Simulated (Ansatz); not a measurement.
Species: HAlCl2, SMILES `[Cl][AlH][Cl]` (charge 0, multiplicity 1), formula HAlCl2.

Problem. How many basis functions does frozen-core CCSD(T)/cc-pVTZ // TPSSh-D3(BJ)/def2-TZVP (Ansatz, an electronic-structure program) use, how many core orbitals are frozen, and how many electrons are correlated?

Solution. 116 basis functions and 15 frozen orbitals, which leaves 18 correlated electrons. Core time is of the order of seconds.
